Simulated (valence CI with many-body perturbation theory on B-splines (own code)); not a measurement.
# Energy levels of Sc15+

Calculated by valence CI with perturbative core correlation (CI+MBPT): four valence electrons over a frozen Dirac-Fock core [He], a basis of 11 s, 11 p, 10 d, 8 f, 5 g, 2 h functions for each j, with the one-electron correlation potential Σ1 (screened to all orders), the two-electron term Σ2, the three-electron term Σ3, Breit, model QED; selected single and double excitations, second order for the rest, scaled by the run's own slope (own B-spline code, finite nucleus).

No measured levels were compared; by estimate levels of excited configurations hold to 0.05 to 0.15 % of their energy, terms of the ground configuration to about 0.5 %. Among the levels kept, up to 890 cm⁻¹ of a level comes from second order outside the variational space, and about a tenth of that is noise between levels of different J, which matters for small intervals.

Levels 46 to 90 of 189, with energies above the lowest level, 2s²2p² ³P_0. "Leading %" is the weight of the configuration and term that name the level; weights of strongly mixed levels are sums over their largest components and can fall short. Lifetimes count E1, E2, E3, M1 and M2 decay at the calculated energies, and are blank where another channel may lead or the interval is too uncertain; long ones can be off by a factor of two.

| No. | Configuration | Term | J | E (eV) | Leading % | Lifetime | g |
| --- | --- | --- | --- | --- | --- | --- | --- |
| 46 | 2s2p²3s | ³P | 1 | 617.83 | 90 | 954 fs | 1.503 |
| 47 | 2s²2p3d | ³P° | 2 | 617.90 | 55 | 153 fs | 1.352 |
| 48 | 2s²2p3d | ³P° | 1 | 618.15 | 77 | 171 fs | 1.304 |
| 49 | 2s²2p3d | ³P° | 0 | 618.36 | 96 | 197 fs |  |
| 50 | 2s2p²3s | ³P | 2 | 620.59 | 89 | 938 fs | 1.492 |
| 51 | 2s²2p3d | ¹F° | 3 | 623.32 | 91 | 88.8 fs | 1.013 |
| 52 | 2s²2p3d | ¹P° | 1 | 623.44 | 87 | 145 fs | 1.001 |
| 53 | 2s2p²3p | ⁵D° | 0 | 624.26 | 97 | 123 ps |  |
| 54 | 2s2p²3p | ⁵D° | 1 | 624.37 | 51 | 1.26 ps | 1.770 |
| 55 | 2s2p²3p | ³S° | 1 | 625.59 | 49 | 865 fs | 1.785 |
| 56 | 2s2p²3p | ⁵D° | 2 | 626.02 | 89 | 303 ps | 1.532 |
| 57 | 2s2p²3p | ⁵D° | 3 | 627.94 | 92 | 335 ps | 1.510 |
| 58 | 2s2p²3p | ⁵P° | 1 | 628.87 | 82 | 2.58 ps | 2.365 |
| 59 | 2s2p²3p | ⁵P° | 2 | 629.11 | 82 | 12.5 ps | 1.779 |
| 60 | 2s2p²3p | ⁵D° | 4 | 630.31 | 99 | 582 ps | 1.496 |
| 61 | 2s2p²3p | ⁵P° | 3 | 630.88 | 84 | 6.94 ps | 1.624 |
| 62 | 2s2p²3p | ³D° | 1 | 632.13 | 94 | 468 fs | 0.569 |
| 63 | 2s2p²3p | ³D° | 2 | 633.71 | 91 | 478 fs | 1.203 |
| 64 | 2s2p²3s | ³D | 1 | 636.05 | 96 | 803 fs | 0.507 |
| 65 | 2s2p²3p | ⁵S° | 2 | 636.12 | 93 | 17.1 ps | 1.979 |
| 66 | 2s2p²3p | ³D° | 3 | 636.21 | 89 | 493 fs | 1.354 |
| 67 | 2s2p²3s | ³D | 2 | 636.25 | 95 | 799 fs | 1.171 |
| 68 | 2s2p²3s | ³D | 3 | 636.48 | 96 | 781 fs | 1.336 |
| 69 | 2s2p²3p | ³P° | 0 | 636.77 | 97 | 471 fs |  |
| 70 | 2s2p²3p | ³P° | 1 | 637.72 | 90 | 465 fs | 1.483 |
| 71 | 2s2p²3p | ³P° | 2 | 638.32 | 92 | 476 fs | 1.487 |
| 72 | 2s2p²3s | ¹D | 2 | 642.15 | 96 | 1.78 ps | 1.008 |
| 73 | 2s2p²3d | ⁵F | 1 | 642.96 | 95 | 30.4 ps | 0.058 |
| 74 | 2s2p²3d | ⁵F | 2 | 643.45 | 89 | 11.4 ps | 1.051 |
| 75 | 2s2p²3d | ⁵F | 3 | 644.32 | 83 | 5.38 ps | 1.291 |
| 76 | 2s2p²3d | ⁵F | 4 | 645.79 | 87 | 38.7 ps | 1.367 |
| 77 | 2s2p²3d | ⁵D | 0 | 647.40 | 96 | 12.3 ps |  |
| 78 | 2s2p²3d | ⁵D | 1 | 647.45 | 89 | 2.24 ps | 1.477 |
| 79 | 2s2p²3d | ⁵D | 2 | 647.56 | 74 | 847 fs | 1.479 |
| 80 | 2s2p²3d | ⁵F | 5 | 647.74 | 99 | 1.26 ns | 1.397 |
| 81 | 2s2p²3d | ⁵D | 3 | 647.93 | 60 | 441 fs | 1.492 |
| 82 | 2s2p²3d | ⁵D | 4 | 649.44 | 84 | 438 ps | 1.472 |
| 83 | 2s2p²3d | ³P | 2 | 650.83 | 86 | 327 fs | 1.460 |
| 84 | 2s2p²3s | ³S | 1 | 650.87 | 61 | 848 fs | 1.784 |
| 85 | 2s2p²3d | ⁵P | 3 | 651.62 | 74 | 130 fs | 1.618 |
| 86 | 2s2p²3s | ³P | 0 | 652.40 | 70 | 694 fs |  |
| 87 | 2s2p²3d | ⁵P | 2 | 652.48 | 87 | 111 fs | 1.790 |
| 88 | 2s2p²3d | ⁵P | 1 | 652.89 | 68 | 125 fs | 2.182 |
| 89 | 2s2p²3d | ³P | 1 | 653.04 | 66 | 198 fs | 1.756 |
| 90 | 2s2p²3d | ³F | 2 | 653.12 | 94 | 327 fs | 0.705 |

Names give the largest LS component (configuration and term), which can be under half, so a name can repeat, a term be missing and a line seem to break the LS rules; names also repeat where a configuration has a term twice.

Where two levels of one J and parity lie close, their mixing, g and order are uncertain.
